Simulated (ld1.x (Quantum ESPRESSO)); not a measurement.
# u(r) = r·R(r): atom against pseudo-atom (Ce)

Columns: radius, all-electron u(r) and pseudo u(r) of the 5s shell (level -39.02 eV) of cerium in the configuration [Kr] 4d10 4f1 5s2 5p6 5d2 6s1 6p0; PBEsol, scalar-relativistic, RRKJ scheme, ld1.x (Quantum ESPRESSO) 7.5.

```
r (bohr)  all-electron  pseudo
   0.178        0.3130  0.0676
   0.355       -0.1821  0.1592
   0.533       -0.5131  0.2895
   0.710       -0.1307  0.4529
   0.888        0.3916  0.6293
   1.065        0.7583  0.7845
   1.243        0.9332  0.8885
   1.420        0.9605  0.9209
   1.598        0.8977  0.8816
   1.775        0.7910  0.7891
   1.953        0.6692  0.6701
   2.130        0.5512  0.5512
   2.308        0.4443  0.4443
   2.485        0.3533  0.3533
   2.662        0.2777  0.2777
   2.840        0.2161  0.2161
   3.018        0.1670  0.1670
   3.195        0.1285  0.1285
   3.373        0.0983  0.0983
   3.550        0.0751  0.0751
   3.728        0.0571  0.0571
   3.905        0.0434  0.0434
   4.083        0.0329  0.0329
   4.260        0.0249  0.0249
   4.438        0.0188  0.0188
   4.615        0.0142  0.0142
```

Task: How many radial nodes do the two functions have?

Result: The all-electron 5s function has n − l − 1 = 4 (the table is too coarse to show those close to the nucleus); the pseudo-wave has 0, since the states of the same l below it are removed with the core.

Task: At about which radius was the pseudo-wave matched?

Result: 2.20 bohr, where the columns begin to agree (steps of 0.18 bohr).

Task: Where does each function peak?

Result: Outermost all-electron maximum near 1.42 bohr, pseudo maximum near 1.42 bohr (to the table’s step).

Task: Is the pseudo-wave norm-conserving?

Result: Yes: the RRKJ scheme keeps the norm inside the radius equal to the all-electron one, which fixes the energy derivative of the logarithmic derivative at the level.
